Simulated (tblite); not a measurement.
Start geometry of `C[C@@H]1CC=C1S([O])(=O)=O` [radical] from a force field or distance geometry (Å):
```
atom  x, y, z in Å
C1    -1.3396    0.8183    0.9406
C2    -0.7149    0.3262   -0.3424
C3    -1.1289   -1.0918   -0.5648
C4     0.2726   -1.4114   -0.4926
C5     0.6270   -0.1930   -0.2732
S6     2.2119    0.5558   -0.0329
O7     2.9283    1.0391   -1.4584
O8     3.1737   -0.4335    0.6065
O9     2.1321    1.7393    0.8900
H10   -1.6545   -0.0378    1.5745
H11   -0.7741    1.5547    1.4985
H12   -2.3085    1.3397    0.6482
H13   -0.9178    0.9897   -1.2144
H14   -1.6408   -1.2858   -1.5433
H15   -1.7049   -1.5373    0.3039
H16    0.8305   -2.3633   -0.5517
```

Q: What comes out of this run: GFN2-xTB geometry optimisation, gas phase (tblite)?

A: 
```
atom  x, y, z in Å
C1    -1.2341    0.9321    0.9371
C2    -0.7321    0.3119   -0.3455
C3    -1.1316   -1.1705   -0.6516
C4     0.3364   -1.5400   -0.5273
C5     0.6377   -0.2849   -0.2661
S6     2.2113    0.6344    0.0830
O7     2.4875    1.0311   -1.2779
O8     3.0038   -0.4300    0.6408
O9     1.7485    1.6608    0.9817
H10   -1.2344    0.2036    1.7444
H11   -0.5659    1.7463    1.2145
H12   -2.2391    1.3275    0.8090
H13   -0.8623    0.9887   -1.1901
H14   -1.5352   -1.3225   -1.6497
H15   -1.7686   -1.6169    0.1070
H16    0.8707   -2.4624   -0.6206
```

The energy falls by 2.127 eV over 61 L-BFGS steps, the largest force on an atom goes from 5.60 to 0.008 eV/Å, and the atoms move by 0.257 Å rms after alignment. The bond that changes most is S6–O7 (ends: sulfur bonded to C and 3 O; oxygen bonded to S), which shortens by 0.223 Å. Bonds longer at the end by more than 0.005 Å: 6 of 16; shorter: 9. Among the angles that change most is C5–S6–O7, from 113.0° to 96.9°. Among the dihedrals that turn most is H10–C1–C2–H13, from 146° to 172°. Rotational constants go from 2600, 1038, 914.8 to 2495, 1181, 990.4 MHz. The orientation of the end geometry is arbitrary; only internal coordinates are fixed.

Hardware: an Arm Neoverse V2 with one thread, shared host. Cost: 0.38 s wall.

Its GFN2-xTB frequencies are all real (lowest 21 cm⁻¹).

One conformer stands for the species.

All values are computed, not measured.
